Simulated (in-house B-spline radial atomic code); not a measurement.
Functionals against ionisation energies along an isoelectronic series: Pr to Sm³⁺

Ionisation energies as differences of self-consistent total energies from an all-electron radial atomic-structure program (B-spline basis): all electrons, radial basis limit, scalar-relativistic (one-electron X2C), spin-polarised at highest spin, spherical densities; exact exchange is averaged over the determinants of each configuration. No spin-orbit coupling, Breit or QED terms. NIST's values run from ground level to ground level, so in open shells the differences also hold multiplet and fine-structure energies that spherical high-spin averages miss. Columns give computed minus NIST, in eV; a star marks a semi-empirical value. Species are left out where the tabulated value is theory, is uncertain by more than 0.12 eV, or (13 ions, such as In⁴⁺, Te⁴⁺ and Bi⁴⁺) lies off its series for all methods alike, which flatters the means a little.

```
species  shell      NIST (eV)  PBEsol   TPSS  HSE06  TPSSh  LC-wPBE  B97-1
     Pr     6s          5.47*   -0.08  -0.18  -0.14  -0.20    -0.35  +0.09
    Nd⁺     6s  10.78 ± 0.02*   +0.20  -0.06  +0.08  -0.12    -0.22  -0.20
   Pm²⁺     4f  22.44 ± 0.08*       ?      ?      ?      ?        ?      ?
   Sm³⁺     4f   41.64 ± 0.1*   +1.78  +1.55  +1.27  +1.41    +1.47  +1.33
```

**Question.** What are the differences for Pm²⁺ ([Xe] 4f5)?

**Answer.** PBEsol +1.94; TPSS +1.71; HSE06 +1.28; TPSSh +1.50; LC-wPBE +1.51; B97-1 +1.34 eV.

**Question.** How do the methods rank, and which species is hardest?

**Answer.** Mean absolute (signed) differences: HSE06 0.69 (+0.62) eV; B97-1 0.74 (+0.64) eV; TPSSh 0.81 (+0.65) eV; TPSS 0.88 (+0.76) eV; LC-wPBE 0.89 (+0.60) eV; PBEsol 1.00 (+0.96) eV. For Pm²⁺, which loses a 4f electron, the nearest method is off by +1.28 eV, the largest such miss.
